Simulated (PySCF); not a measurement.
ammonia borane (H₆BN), singlet, at a GFN2-xTB geometry, atoms displaced at random by about 0.03 Å a coordinate; PySCF with PBE0/def2-SVP, gradient by finite differences.

PySCF was given this input:
```python
from pyscf import gto, scf, dft

mol = gto.Mole()
mol.atom = '''
    B    -0.96863649    0.12149279   -0.02107798
    N     0.72494157   -0.14024628   -0.04636047
    H    -1.34624159   -0.63540667   -0.86020390
    H    -1.03338721    1.24406057   -0.30115754
    H    -1.30489549   -0.15709803    1.02371031
    H     0.92606826   -1.03151465    0.25909316
    H     1.15514267    0.51489704    0.74475324
    H     1.08034187    0.13697128   -0.89488494
'''
mol.basis = 'def2-svp'
mol.verbose = 4
mol.build()

mf = dft.RKS(mol)
mf.xc = 'pbe0'
mf.conv_tol = 1e-11
mf.kernel()
scan, done = mf.as_scanner(), []
scan.scf_summary = {}
def energy(d):
    c = mol.atom_coords()
    c[7, 0] += d
    e = scan(mol.set_geom_(c, unit='Bohr', inplace=False))
    done.append(scan.converged)
    return e
h = 0.05
fd = (energy(h) - energy(-h)) / (2 * h)
print('dE/dx =', fd)
```

Task: Predict the main parts of the log of this PySCF run.

Result: 
```
PySCF version 2.14.0

[INPUT] verbose = 4
[INPUT] num. atoms = 8
[INPUT] num. electrons = 18
[INPUT] charge = 0
[INPUT] spin (= nelec alpha-beta = 2S) = 0
[INPUT] symmetry False subgroup None
[INPUT] Mole.unit = angstrom
[INPUT] Symbol           X                Y                Z      unit          X                Y                Z       unit  Magmom
[INPUT]  1 B     -0.968636490000   0.121492790000  -0.021077980000 AA   -1.830457680360   0.229588099209  -0.039831609459 Bohr   0.0
[INPUT]  2 N      0.724941570000  -0.140246280000  -0.046360470000 AA    1.369941023612  -0.265027059189  -0.087608591306 Bohr   0.0
[INPUT]  3 H     -1.346241590000  -0.635406670000  -0.860203900000 AA   -2.544027902599  -1.200744584022  -1.625549782283 Bohr   0.0
[INPUT]  4 H     -1.033387210000   1.244060570000  -0.301157540000 AA   -1.952818807528   2.350933759670  -0.569105270948 Bohr   0.0
[INPUT]  5 H     -1.304895490000  -0.157098030000   1.023710310000 AA   -2.465895097280  -0.296872251409   1.934532116794 Bohr   0.0
[INPUT]  6 H      0.926068260000  -1.031514650000   0.259093160000 AA    1.750015384053  -1.949280181977   0.489615113148 Bohr   0.0
[INPUT]  7 H      1.155142670000   0.514897040000   0.744753240000 AA    2.182903281099   0.973014387949   1.407379653982 Bohr   0.0
[INPUT]  8 H      1.080341870000   0.136971280000  -0.894884940000 AA    2.041550255200   0.258838206131  -1.691087449598 Bohr   0.0

nuclear repulsion = 40.6185745755399
number of shells = 30
number of NR pGTOs = 90
number of NR cGTOs = 58
basis = def2-svp
ecp = {}

******** <class 'pyscf.dft.rks.RKS'> ********
method = RKS
initial guess = minao
damping factor = 0
level_shift factor = 0
DIIS = <class 'pyscf.scf.diis.CDIIS'>
diis_start_cycle = 1
diis_space = 8
diis_damp = 0
SCF conv_tol = 1e-11
SCF conv_tol_grad = None
SCF max_cycles = 50
direct_scf = True
direct_scf_tol = 1e-13
XC library pyscf.dft.libxc version 7.1.2
    S. Lehtola, C. Steigemann, M. J. T. Oliveira, and M. A. L. Marques,  SoftwareX 7, 1–5 (2018)
XC functionals = pbe0
    C. Adamo and V. Barone,  J. Chem. Phys. 110, 6158 (1999)
    M. Ernzerhof and G. E. Scuseria,  J. Chem. Phys. 110, 5029 (1999)
radial grids:
    Treutler-Ahlrichs [JCP 102, 346 (1995); DOI:10.1063/1.469408] (M4) radial grids

becke partition: Becke, JCP 88, 2547 (1988); DOI:10.1063/1.454033
pruning grids: <function nwchem_prune>
grids dens level: 3
symmetrized grids: False
atomic radii adjust function: <function treutler_atomic_radii_adjust>
small_rho_cutoff = 0
Set gradient conv threshold to 3.16228e-06
Initial guess from minao.
tot grids = 86800
init E= -82.9214075782302
  HOMO = -0.376099903109179  LUMO = -0.00212389104906041  gap/eV = 10.17641
cycle= 1 E= -82.9776630337424  delta_E= -0.0563  |g|= 0.327  |ddm|= 2.33
  HOMO = -0.213203209308545  LUMO = 0.0130793256851787  gap/eV = 6.15746
cycle= 2 E= -82.9993669995752  delta_E= -0.0217  |g|= 0.24  |ddm|= 0.698
  HOMO = -0.28237088725517  LUMO = 0.016534821715279  gap/eV = 8.13364
cycle= 3 E= -83.0192095222621  delta_E= -0.0198  |g|= 0.0204  |ddm|= 0.295
  HOMO = -0.283918672978758  LUMO = 0.0218720236480343  gap/eV = 8.32099
cycle= 4 E= -83.0193033402986  delta_E= -9.38e-05  |g|= 0.0121  |ddm|= 0.03
  HOMO = -0.283630859695247  LUMO = 0.0211974949512976  gap/eV = 8.29480
cycle= 5 E= -83.0193345334518  delta_E= -3.12e-05  |g|= 0.00212  |ddm|= 0.00981
  HOMO = -0.283615171171693  LUMO = 0.021176044369402  gap/eV = 8.29379
cycle= 6 E= -83.0193355457613  delta_E= -1.01e-06  |g|= 0.000239  |ddm|= 0.00184
  HOMO = -0.283613938582942  LUMO = 0.0211693393170167  gap/eV = 8.29358
cycle= 7 E= -83.0193355604863  delta_E= -1.47e-08  |g|= 3.44e-05  |ddm|= 0.000247
  HOMO = -0.283610890992049  LUMO = 0.0211682984741333  gap/eV = 8.29346
cycle= 8 E= -83.0193355608003  delta_E= -3.14e-10  |g|= 5e-06  |ddm|= 4.1e-05
  HOMO = -0.283611700647437  LUMO = 0.0211686522433325  gap/eV = 8.29350
cycle= 9 E= -83.0193355608079  delta_E= -7.67e-12  |g|= 1.17e-06  |ddm|= 7.73e-06
  HOMO = -0.283611612154843  LUMO = 0.0211686031762053  gap/eV = 8.29349
Extra cycle  E= -83.0193355608075  delta_E= 4.12e-13  |g|= 7.93e-07  |ddm|= 1.96e-06
converged SCF energy = -83.0193355608075
Create scanner for <class 'pyscf.dft.rks.RKS'>

WARN: Mole.unit (angstrom) is changed to Bohr

New geometry
   1 B     -0.968636490000   0.121492790000  -0.021077980000 AA   -1.830457680360   0.229588099209  -0.039831609459 Bohr
   2 N      0.724941570000  -0.140246280000  -0.046360470000 AA    1.369941023612  -0.265027059189  -0.087608591306 Bohr
   3 H     -1.346241590000  -0.635406670000  -0.860203900000 AA   -2.544027902599  -1.200744584022  -1.625549782283 Bohr
   4 H     -1.033387210000   1.244060570000  -0.301157540000 AA   -1.952818807528   2.350933759670  -0.569105270948 Bohr
   5 H     -1.304895490000  -0.157098030000   1.023710310000 AA   -2.465895097280  -0.296872251409   1.934532116794 Bohr
   6 H      0.926068260000  -1.031514650000   0.259093160000 AA    1.750015384053  -1.949280181977   0.489615113148 Bohr
   7 H      1.155142670000   0.514897040000   0.744753240000 AA    2.182903281099   0.973014387949   1.407379653982 Bohr
   8 H      1.106800730546   0.136971280000  -0.894884940000 AA    2.091550255200   0.258838206131  -1.691087449598 Bohr

******** <class 'pyscf.scf.hf.RKS_Scanner'> ********
method = RKS_Scanner
initial guess = minao
damping factor = 0
level_shift factor = 0
DIIS = <class 'pyscf.scf.diis.CDIIS'>
diis_start_cycle = 1
diis_space = 8
diis_damp = 0
SCF conv_tol = 1e-11
SCF conv_tol_grad = None
SCF max_cycles = 50
direct_scf = True
direct_scf_tol = 1e-13
XC library pyscf.dft.libxc version 7.1.2
    S. Lehtola, C. Steigemann, M. J. T. Oliveira, and M. A. L. Marques,  SoftwareX 7, 1–5 (2018)
XC functionals = pbe0
    C. Adamo and V. Barone,  J. Chem. Phys. 110, 6158 (1999)
    M. Ernzerhof and G. E. Scuseria,  J. Chem. Phys. 110, 5029 (1999)
radial grids:
    Treutler-Ahlrichs [JCP 102, 346 (1995); DOI:10.1063/1.469408] (M4) radial grids

becke partition: Becke, JCP 88, 2547 (1988); DOI:10.1063/1.454033
pruning grids: <function nwchem_prune>
grids dens level: 3
symmetrized grids: False
atomic radii adjust function: <function treutler_atomic_radii_adjust>
small_rho_cutoff = 0
Set gradient conv threshold to 3.16228e-06
tot grids = 86800
init E= -83.0168371580313
  HOMO = -0.284326467976356  LUMO = 0.0194327328427693  gap/eV = 8.26571
cycle= 1 E= -83.0205301201574  delta_E= -0.00369  |g|= 0.0057  |ddm|= 0.0255
  HOMO = -0.283236796157748  LUMO = 0.020943234582965  gap/eV = 8.27716
cycle= 2 E= -83.020531316098  delta_E= -1.2e-06  |g|= 0.00554  |ddm|= 0.00956
  HOMO = -0.283327876326478  LUMO = 0.0206264996948948  gap/eV = 8.27102
cycle= 3 E= -83.0205378235141  delta_E= -6.51e-06  |g|= 0.00109  |ddm|= 0.00477
  HOMO = -0.283322976382295  LUMO = 0.0206693398855946  gap/eV = 8.27205
cycle= 4 E= -83.0205380695613  delta_E= -2.46e-07  |g|= 0.000127  |ddm|= 0.000878
  HOMO = -0.283319405312594  LUMO = 0.0206513994291777  gap/eV = 8.27147
cycle= 5 E= -83.0205380736692  delta_E= -4.11e-09  |g|= 1.27e-05  |ddm|= 0.000145
  HOMO = -0.283323513655565  LUMO = 0.0206524945126092  gap/eV = 8.27161
cycle= 6 E= -83.0205380737309  delta_E= -6.17e-11  |g|= 2.99e-06  |ddm|= 2.26e-05
  HOMO = -0.283322436658636  LUMO = 0.0206526979800348  gap/eV = 8.27158
cycle= 7 E= -83.0205380737343  delta_E= -3.47e-12  |g|= 9.03e-07  |ddm|= 4.85e-06
  HOMO = -0.283322736223449  LUMO = 0.0206526606197444  gap/eV = 8.27159
Extra cycle  E= -83.0205380737339  delta_E= 3.98e-13  |g|= 7.1e-07  |ddm|= 1.86e-06
converged SCF energy = -83.0205380737339

WARN: Mole.unit (angstrom) is changed to Bohr

New geometry
   1 B     -0.968636490000   0.121492790000  -0.021077980000 AA   -1.830457680360   0.229588099209  -0.039831609459 Bohr
   2 N      0.724941570000  -0.140246280000  -0.046360470000 AA    1.369941023612  -0.265027059189  -0.087608591306 Bohr
   3 H     -1.346241590000  -0.635406670000  -0.860203900000 AA   -2.544027902599  -1.200744584022  -1.625549782283 Bohr
   4 H     -1.033387210000   1.244060570000  -0.301157540000 AA   -1.952818807528   2.350933759670  -0.569105270948 Bohr
   5 H     -1.304895490000  -0.157098030000   1.023710310000 AA   -2.465895097280  -0.296872251409   1.934532116794 Bohr
   6 H      0.926068260000  -1.031514650000   0.259093160000 AA    1.750015384053  -1.949280181977   0.489615113148 Bohr
   7 H      1.155142670000   0.514897040000   0.744753240000 AA    2.182903281099   0.973014387949   1.407379653982 Bohr
   8 H      1.053883009454   0.136971280000  -0.894884940000 AA    1.991550255200   0.258838206131  -1.691087449598 Bohr

******** <class 'pyscf.scf.hf.RKS_Scanner'> ********
method = RKS_Scanner
initial guess = minao
damping factor = 0
level_shift factor = 0
DIIS = <class 'pyscf.scf.diis.CDIIS'>
diis_start_cycle = 1
diis_space = 8
diis_damp = 0
SCF conv_tol = 1e-11
SCF conv_tol_grad = None
SCF max_cycles = 50
direct_scf = True
direct_scf_tol = 1e-13
XC library pyscf.dft.libxc version 7.1.2
    S. Lehtola, C. Steigemann, M. J. T. Oliveira, and M. A. L. Marques,  SoftwareX 7, 1–5 (2018)
XC functionals = pbe0
    C. Adamo and V. Barone,  J. Chem. Phys. 110, 6158 (1999)
    M. Ernzerhof and G. E. Scuseria,  J. Chem. Phys. 110, 5029 (1999)
radial grids:
    Treutler-Ahlrichs [JCP 102, 346 (1995); DOI:10.1063/1.469408] (M4) radial grids

becke partition: Becke, JCP 88, 2547 (1988); DOI:10.1063/1.454033
pruning grids: <function nwchem_prune>
grids dens level: 3
symmetrized grids: False
atomic radii adjust function: <function treutler_atomic_radii_adjust>
small_rho_cutoff = 0
Set gradient conv threshold to 3.16228e-06
tot grids = 86800
init E= -83.0246844754611
  HOMO = -0.282303589260361  LUMO = 0.0235272559638164  gap/eV = 8.32208
cycle= 1 E= -83.0178756661722  delta_E= 0.00681  |g|= 0.00968  |ddm|= 0.0509
  HOMO = -0.284033125429863  LUMO = 0.0212532758219379  gap/eV = 8.30727
cycle= 2 E= -83.0178839276287  delta_E= -8.26e-06  |g|= 0.0081  |ddm|= 0.0154
  HOMO = -0.283903372249671  LUMO = 0.021709427257135  gap/eV = 8.31615
cycle= 3 E= -83.0178975755178  delta_E= -1.36e-05  |g|= 0.00219  |ddm|= 0.00753
  HOMO = -0.283920897979183  LUMO = 0.0216065316774734  gap/eV = 8.31382
cycle= 4 E= -83.0178985614514  delta_E= -9.86e-07  |g|= 0.000253  |ddm|= 0.00173
  HOMO = -0.283927713339909  LUMO = 0.0216410540123877  gap/eV = 8.31495
cycle= 5 E= -83.0178985773101  delta_E= -1.59e-08  |g|= 2.42e-05  |ddm|= 0.000278
  HOMO = -0.283919885459063  LUMO = 0.0216390638008939  gap/eV = 8.31468
cycle= 6 E= -83.0178985775293  delta_E= -2.19e-10  |g|= 5.99e-06  |ddm|= 4.28e-05
  HOMO = -0.283921992653954  LUMO = 0.0216386694402355  gap/eV = 8.31473
cycle= 7 E= -83.0178985775417  delta_E= -1.24e-11  |g|= 1.73e-06  |ddm|= 9.5e-06
  HOMO = -0.283921686425482  LUMO = 0.0216387055503526  gap/eV = 8.31472
cycle= 8 E= -83.0178985775436  delta_E= -1.86e-12  |g|= 1.88e-07  |ddm|= 2.19e-06
  HOMO = -0.283921731724862  LUMO = 0.0216387085550553  gap/eV = 8.31472
Extra cycle  E= -83.0178985775428  delta_E= 7.67e-13  |g|= 1.15e-07  |ddm|= 3.6e-07
converged SCF energy = -83.0178985775428
dE/dx = -0.02639496191122248
```
